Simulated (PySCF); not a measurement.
**Structure from NMR data**

The spectra below were simulated for a compound C5H7F3.

1H NMR (500 MHz, computed): δ 6.16 (td, J = 62.8, 7.6 Hz, 1H), 2.63 (m, 2H), 2.47 (m, 2H), 1.91 (m, 1H), 1.69 (m, 1H).

13C{1H} NMR (computed): δ 121.7 (CH, td, J = 302.9, 40.9 Hz), 96.4 (C, dt, J = 269.7, 24.9 Hz), 30.2 (CH2, dt, J = 21.7, 3.7 Hz), 11.7 (CH2, d, J = 11.1 Hz).

PySCF 2.14.0 with density-fitted response routines calculation with J: B3LYP/pcJ-1 (spin–dipole term only in couplings to heteroatoms), geometry: GFN2-xTB and PBE0/pcSseg-1 with gauge-including orbitals; non-relativistic, isolated molecule, averaged over atoms made equivalent by symmetry, fast rotation or ring inversion, one conformer.

Scale: TMS for 1H and 13C (reference shieldings calculated alike).

**Question.** Which candidate is it?
A. FC(F)C1(F)CCC1
B. C[C@@H]1C[C@H]1C(F)(F)F
C. CCCC(F)=C(F)F

**Answer.** A. 

The formula gives 1 degree of unsaturation (1 ring in the answer). 4 carbon signals for 5 carbons: some carbons are equivalent by symmetry or fast rotation. Carbon types of the structure: 1 × C, 1 × CH, 3 × CH2, which accounts for all hydrogens. δC 121.7: sp3 CH bonded to 2 F; 2 electronegative neighbours deshield it. δC 96.4: fully substituted sp3 carbon bonded to F; the inductive effect lowers its shielding. δC 30.2, 11.7: sp3 CH2 in a ring; saturated and bonded to C and H only. δH 6.16: hydrogen on an sp3 CH bonded to 2 F; its carbon carries F, an electronegative neighbour. δH 2.63, 2.47, 1.91, 1.69: hydrogen on an sp3 CH2 in a ring.

The others: C[C@@H]1C[C@H]1C(F)(F)F would give 5 carbon signals, not 4; CCCC(F)=C(F)F would give 5 carbon signals, not 4.

C–F couplings over four or more bonds (about 3 Hz to the para carbon of a fluoroarene) are left out. Common functionals overestimate the size of one-bond C–F couplings by tens of Hz; these are unscaled. Splittings below 1 Hz are ignored in the labels, and close J values are merged. Couplings among chemically equivalent protons are left out too, so labels in AA′BB′ or AA′XX′ sets are apparent multiplicities. Unscaled 3J(H,H) at this level run about 10 % above measured values. Shifts are as computed. Against solution values, carbons near 30 ppm lie about +3 ppm off and those near 130 ppm about +5 ppm. Of 1211 compounds with measured shifts, 218 miss one by over three times the rms of a fit or turn the order of signals round; such compounds aren't used in these exercises. Vicinal couplings across rotatable single bonds and in flexible rings belong to the one computed conformer; a conformer average would change them.
